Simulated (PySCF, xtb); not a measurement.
GeH5, SMILES [GeH5-], charge -1.

Harmonic wavenumbers (cm⁻¹) from xtb with GFN2-xTB at its own minimum, in rising order: 221, 548, 550, 813, 813, 826, 999, 1129, 1132, 1653, 1826, 1826.

Question: What does B3LYP-D3(BJ)/def2-TZVPD in PySCF give at its own minimum? (An estimate is asked for; the answer gives what the named calculation found.)

Answer: 513, 513, 801, 883, 883, 1098, 1098, 1126, 1284, 1852, 1852, 1857. Paired by order, the mean absolute difference is 125 cm⁻¹ and the zero-point energies are 17.6 and 19.7 kcal/mol.
